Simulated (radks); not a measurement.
Values are calculated unless marked as measured or tabulated.
Question: Cs24+, configuration [Ar] 3d10 4s2 4p1. Code: a radial shooting solver on a logarithmic mesh with Libxc functionals. Model: Dirac Kohn-Sham, PW91, spin-unpolarised, spherical densities, finite nucleus; open shells fill j = l - 1/2 first; Fermi nuclear charge, rms radius 4.8041 fm.

Spin-orbit splittings of the eigenvalues, e(l+1/2) - e(l-1/2), with zeta = 2 splitting/(2l+1) and mean radii in bohr:

shell  occ.  splitting (eV)  zeta (eV)  <r> j=l-1/2  <r> j=l+1/2
2p        6           353.6      235.8      0.09385      0.09971
3p        6           69.98      46.65       0.2841       0.2953
3d       10           15.14      6.056       0.2647       0.2682
4p        1           20.08      13.39       0.6222       0.6388
4d        0               ?          ?       0.6421       0.6468

Estimate the 4d splitting.

Answer: 4.198 eV (zeta = 1.679 eV).
